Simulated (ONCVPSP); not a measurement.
**PBE ONCV dataset for copper (Cu), scalar-relativistic all-electron reference.**

* Element: Cu
* Generator: ONCVPSP 4.0.1
* Type: optimised norm-conserving Vanderbilt (ONCV)
* Functional: PBE
* Relativity: scalar-relativistic
* Frozen core: [Ne]
* Valence charge: 19
* Reference configuration: 3s2 3p6 3d10 4s1
* Partial waves: 3s+4s: rc 1.35 bohr, ncon 4, nbas 8, qcut 10.5 1/bohr, 2 projectors; 3p: rc 0.80 bohr, ncon 4, nbas 7, qcut 9.1 1/bohr, 2 projectors, debl 2.7 Ha; 3d: rc 1.50 bohr, ncon 4, nbas 9, qcut 12.4 1/bohr, 2 projectors, debl 0.6 Ha
* Local potential: polynomial inside 0.75 bohr (lpopt 5, dvloc0 0 Ha)
* Core correction: none

Poles of the logarithmic derivatives, all-electron (AE) and pseudo (PS). s: poles at -3.9 (AE) and -3.9 (PS) Ha. p: poles at 3.3 (AE) and 3.3 (PS) Ha. d: poles at 0.3 (AE) and 0.3 (PS) Ha. Test radii: s 1.37, p 0.81, d 1.52 bohr.

* Cutoffs needed: 53 Ha and 192 Ha (the cutoffs (Ha) at which the residual kinetic energy of the hardest occupied pseudo-wave falls to 1 and 0.1 mHa per electron)
* Ghost test: no bound ghost flagged; no localised positive-energy state flagged
* Configuration tests: 1 of 4 tests not solved or not reliable
